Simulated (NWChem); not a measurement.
System: AlH₃SeO₂; SMILES [OH][Al]([SeH])[OH]

```xyz
7

Al     0.0706     0.9688     0.0000
O     -1.2370     2.0487     0.0000
H     -2.1732     1.8493     0.0000
O      1.6563     1.5691     0.0000
H      1.8782     2.5018     0.0000
Se    -0.1851    -1.3239     0.0000
H      1.2776    -1.4881     0.0000
```
Atoms are numbered in this order, from 1.

Results from NWChem. STO-3G and 3-21G are far too small for this property and stand as cheap habits. Structure relaxed at the PBE0/def2-SVP level. GIAO values for the isolated, static molecule; σ is the absolute isotropic shielding, δ = σ(reference) − σ with the isolated reference molecule computed at the same levels (1H: tetramethylsilane, 17O: water). Spin-orbit effects, on the heavy nuclei and on their neighbours, are missing.

For level Hartree-Fock/STO-3G:

σ Al1 (ppm): 467.5
δ O2 (ppm): -36.0
δ H3 (ppm): -1.20
δ O4 (ppm): -51.3
δ H5 (ppm): -1.43
σ Se6 (ppm): 2883.2
δ H7 (ppm): -1.27

How do the values read with level PBE/pcSseg-1 instead?


* **σ Al1 (ppm)**: 413.8
* **δ O2 (ppm)**: 51.4
* **δ H3 (ppm)**: 2.06
* **δ O4 (ppm)**: 33.1
* **δ H5 (ppm)**: 1.54
* **σ Se6 (ppm)**: 2327.0
* **δ H7 (ppm)**: 0.06
